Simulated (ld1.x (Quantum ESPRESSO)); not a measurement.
**Varying the PAW potential for Pb**

Base potential:

Pb, PAW, made with ld1.x (Quantum ESPRESSO) 7.5 (PBE, scalar-relativistic). Core [Xe] 4f14 5d10, reference 6s1 6p0 (charge +3). Waves: 6s (bound): rcut 1.85, rcutus 2.20 bohr; 6s channel at -0.45 Ry: rcut 1.85, rcutus 2.20 bohr; 6p (bound, empty): rcut 2.30, rcutus 2.60 bohr; 6p channel at -1.4 Ry: rcut 2.30, rcutus 2.60 bohr; 6d channel at 0.25 Ry: rcut 2.05, rcutus 2.65 bohr; 6d channel at 1.75 Ry: rcut 2.05, rcutus 2.65 bohr. Local part: all-electron potential smoothed inside 2.15 bohr (lloc = -2). Core correction: Bessel-smoothed model core inside 2.05 bohr. Augmentation charge: PSQ, inside the norm-conserving radii.

Cutoffs, loose and tight: the cutoffs (Ry, on a coarse ladder) from which the occupation-weighted sum of valence levels, in a spherical-Bessel basis at the reference potential, stays within 10 and 1 mRy of its value at 400 Ry. They do not see the model core or the augmentation charge, which bear on the density cutoff. Test errors are all-electron minus pseudo excitation energies from the reference, over the configurations 6s2 6p2; 6s2 6p1; 6s2 6p0; 6s1 6p2; 6s1 6p3; 6s0 6p4; 6s2 6p2.3. A dash means not determined; rows that change the core or the reference have their own tests. The largest error is taken over the tests solved by every variant that gives reliable tests at all: 6s1 6p2; 6s2 6p0; 6s2 6p1.

A true bound ghost makes a file unfit for plane-wave use even where its test errors are small: the radial tests pick states by their node count and pass the ghost by.

Cutoffs are not given where the Bessel-basis levels miss the radial ones by over 6 mRy, ghosts where they miss by over 20 mRy; a channel whose overlap is not positive is not tested.

A file whose overlap is not positive is unfit for use, and its test errors describe a broken file.

```tsv
change	outcome	cutoff, loose	cutoff, tight	bound ghosts	largest test error (meV)
base	generated	6 Ry	8 Ry	none	-400
local potential all-electron potential smoothed inside 2.35 bohr (lloc = -2)	generated	6 Ry	8 Ry	none	-400
local potential all-electron potential smoothed inside 3.04 bohr (lloc = -2)	generated	6 Ry	8 Ry	none	-400
waves 6s (bound): rcut 1.85, rcutus 2.22 bohr; 6s channel at -0.45 Ry: rcut 1.85, rcutus 2.22 bohr	generated	6 Ry	8 Ry	none	-400
all radii but the core radius scaled by about 0.92 (s 2.02, p 2.38, d 2.44 bohr, rcut 1.70/2.12/1.88); local potential all-electron potential smoothed inside 1.98 bohr (lloc = -2)	failed: new_paw_hamiltonian: negative rho	–	–	–	–
core [Xe] 4f14, valence charge 14; reference 5d10 6s2 6p1.75; waves now 6s (bound): rcut 1.60, rcutus 2.10 bohr; 6s channel at -0.45 Ry: rcut 1.60, rcutus 2.10 bohr; 6p (bound): rcut 2.60, rcutus 2.80 bohr; 6p channel at -1.4 Ry: rcut 2.60, rcutus 2.80 bohr; 5d (bound): rcut 1.05, rcutus 1.40 bohr; 5d channel at 1.75 Ry: rcut 1.05, rcutus 1.40 bohr; 5f channel at 0.1 Ry: rcut 2.15, rcutus 2.90 bohr; 5f channel at 1.95 Ry: rcut 2.15, rcutus 2.90 bohr; local potential all-electron potential smoothed inside 1.20 bohr (lloc = -1); core correction Bessel-smoothed model core, default radius (core density twice the valence density)	generated, overlap not positive	–	–	s (p not tested, overlap not positive)	-63 over the solved tests; test run stopped at test 5 of 7 (negative rho)
waves 6d channel at 0.25 Ry: rcut 2.05, rcutus 3.94 bohr; 6d channel at 1.75 Ry: rcut 2.05, rcutus 3.94 bohr	generated	6 Ry	8 Ry	none	-400
augmentation BESSEL, radius 1.55 bohr	failed: new_paw_hamiltonian: negative rho	–	–	–	–
```

(1) What comes out with this change to the base: reference 6s1.5 6p2.5?

(2) What comes out with this change to the base: waves 6p (bound): rcut 2.30, rcutus 3.88 bohr; 6p channel at -1.4 Ry: rcut 2.30, rcutus 3.88 bohr?

(3) What comes out with this change to the base: type RRKJ; waves now 6p (bound): rc 2.60 bohr; 6d channel at 0.25 Ry: rc 2.65 bohr; 6s (bound): rc 2.20 bohr; local potential the s channel; rho0 0.02?

## Answers

(1) outcome: generated, overlap not positive; bound ghosts: d (p not tested, overlap not positive); largest test error (meV): -540. A file whose overlap is not positive is unfit for use, and its test errors describe a broken file.

(2) outcome: generated, overlap not positive; bound ghosts: not determined (overlap not positive); largest test error (meV): -383. A file whose overlap is not positive is unfit for use, and its test errors describe a broken file.

(3) outcome: failed: compute_phi: phi has nodes before r_c. Cause: the RRKJ expansion in Bessel functions gave a pseudo-wave with a node inside its radius.
